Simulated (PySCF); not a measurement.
H9NSi3, charge +1, doublet, at a GFN2-xTB geometry (a state made from the parent by changing its charge; the spin is typed, not shown lowest). Base run: HF/6-31G in PySCF.

The PySCF input:
```python
from pyscf import gto, scf

mol = gto.Mole()
mol.atom = '''
    Si    0.27110912    1.68440832    0.47136613
    N    -0.00944047   -0.00368159   -0.00591325
    Si   -1.64180238   -0.53915315   -0.45935453
    Si    1.34223354   -1.15653572   -0.03014888
    H    -1.01450413    2.36433936    0.41121065
    H     0.85738604    1.56453262    1.81003307
    H     1.26892506    2.14419502   -0.50048565
    H    -1.99110681    0.35218201   -1.57048559
    H    -1.54843332   -1.95154456   -0.79918500
    H    -2.43916738   -0.23163465    0.73250835
    H     0.90430539   -2.20346445    0.89924723
    H     1.34352183   -1.64697891   -1.41209643
    H     2.53413955   -0.42529458    0.37402480
'''
mol.basis = '6-31g'
mol.charge = 1
mol.spin = 1
mol.verbose = 3
mol.build()

mf = scf.UHF(mol)
mf.kernel()
mo_i, mo_e, stable_i, stable_e = mf.stability(internal=True, external=True, return_status=True, nroots=6, tol=1e-6)
print('internally stable:', stable_i, ' externally stable:', stable_e)
if not stable_i:
    umf = mf.copy()
    umf.scf_summary = {}
    umf.kernel(umf.make_rdm1(mo_i, mf.mo_occ))
mf.analyze()
```

The bond that is stretched is that between atoms 12 and 4. A test that says stable can miss a lower solution.

The base run was repeated with changes; each row names its change, and settings that it needs were set with it.

| change | ΔE vs base (kcal/mol) | <S^2> | E after following the instability (Eh) | <S^2> there | stability test says |
|---|---|---|---|---|---|
| base | 0.000 | 0.762 | - | - | stable |
| bond × 1.25 | 17.49 | 0.772 | - | - | stable |
| bond × 1.5 | 42.95 | 1.069 | - | - | stable |
| bond × 1.8 | 68.9 | 0.958 | -925.93163 | 1.35 | internal instability |
| bond × 2.2 | 67.9 | 0.755 | -925.92544 | 1.46 | internal instability |
| bond × 3.0 | 68.5 | 0.750 | -925.92370 | 1.49 | internal instability |

On stretching, the SCF can end on different states; <S^2> shows the spin contamination of each.
